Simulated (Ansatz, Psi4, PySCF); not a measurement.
FS (SMILES F[S]), doublet, at a GFN2-xTB geometry, atoms displaced at random by about 0.03 Å a coordinate. Base run: PBE0/cc-pVDZ, gradient run with PySCF.

The PySCF input:
```python
from pyscf import gto, scf, dft

mol = gto.M(
    atom='''
S     0.01821335    0.02546775   -0.58215841
F    -0.02345541    0.02046351    1.04258431
''',
    basis='cc-pvdz',
    spin=1,
    verbose=4,
)

mf = dft.UKS(mol)
mf.xc = 'pbe0'
mf.kernel()
g = mf.nuc_grad_method()
grad = g.kernel()
```

Programs used: Ansatz (an electronic-structure program), Psi4, PySCF; a row that names a program was run with it.

The coordinate followed is x of atom 1.

Variants of this job, named by their change:

| change | dE/dx (Eh/bohr) | net force (Eh/bohr) |
|---|---|---|
| base | -0.000165 | 0.000006 |
| conv_tol = 1e-11 | -0.000165 | 0.000006 |
| grids.level = 1; grid_response = on | -0.000046 | 0.000000 |
| grids.level = 0; grid_response = on | -0.000698 | 0.000000 |
| grids.level = 1; grid_response = off | -0.000164 | 0.000206 |
| finite difference step (bohr) = 1e-5; conv_tol = 1e-11 | -0.000158 | - |
| density fitting = on | -0.000165 | 0.000006 |
| grids.level = 0; grid_response = off | 0.000038 | 0.003692 |
| code = psi4 | -0.000165 | 0.000063 |
| code = ansatz | -0.000164 | 0.000000 |
| grids.level = 5; grid_response = on | -0.000164 | 0.000000 |
| finite difference step (bohr) = 0.05; conv_tol = 1e-11 | -0.000155 | - |

The net force is zero for an exact gradient.

Open shells are given as the SCF converged; they aren't shown to be the lowest states, and a large step between rows can be another state.
